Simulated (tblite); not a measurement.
A structure optimised at GFN2-xTB (Å):
```
C 
C   1  1.4863
C   2  1.4901  1  118.50
C   2  1.3881  1  120.58  3  -179.80
N   4  1.3090  2  122.75  1    -0.77
C   5  1.4273  4  110.37  2  -179.09
C   6  1.5475  5  108.04  4    -8.25
C   4  1.5194  2  123.48  1  -179.94
H   1  1.0854  2  109.69  3   179.56
H   1  1.0918  2  110.47  3    58.69
H   1  1.0919  2  110.43  3   -59.71
H   3  1.0913  2  110.99  1   124.44
H   3  1.0870  2  110.79  1     3.52
H   3  1.0924  2  110.90  1  -117.01
H   6  1.0947  5  109.10  4  -131.20
H   6  1.0977  5  108.19  4   113.00
H   7  1.0901  6  110.00  5  -105.80
H   7  1.0883  6  111.65  5   133.90
H   8  1.0901  4  111.59  2   -51.93
H   8  1.0924  4  109.68  2    67.85
```
Z-matrix in Å and degrees, rows numbered from 1.

Doublet state.

Read off the bonds between heavy atoms and their formal orders.

C1–C2 (single); C2–C3 (single); C2–C4 (single); C4–N5 (double); N5–C6 (single); C6–C7 (single); C7–C8 (single); C4–C8 (single). Hydrogens: H9, H10, H11 on C1; H12, H13, H14 on C3; H15, H16 on C6; H17, H18 on C7; H19, H20 on C8. The orders are those of one drawing; other resonance forms can be drawn.

Write the SMILES.

`C[C](C)C1=NCCC1`, C7H12N.

What is the point group of this geometry?

C1 (no symmetry element, even within 0.4 Å).

Which rings does it hold (smallest set)?

C4–N5–C6–C7–C8 (5 members, 0.06 Å rms from planarity).

Describe the place of each heavy atom.

C1: carbon bonded to C and 3 H; C2: carbon bonded to 3 C; C3: carbon bonded to C and 3 H; C4: carbon bonded to 2 C and N; N5: nitrogen bonded to 2 C; C6: carbon bonded to C, N and 2 H; C7: carbon bonded to 2 C and 2 H; C8: carbon bonded to 2 C and 2 H.

What is the arrangement about C2?

It has 3 neighbours (C1, C3, C4) and is planar (angles 120.9°, 120.6° and 118.5°, sum 360.0°, 0.00 Å off the plane of its three neighbours).

What is the arrangement about C3?

It has 4 neighbours (C2, H12, H13, H14) and is tetrahedral (angles from 106.8° to 111.0°).

These are computed values.
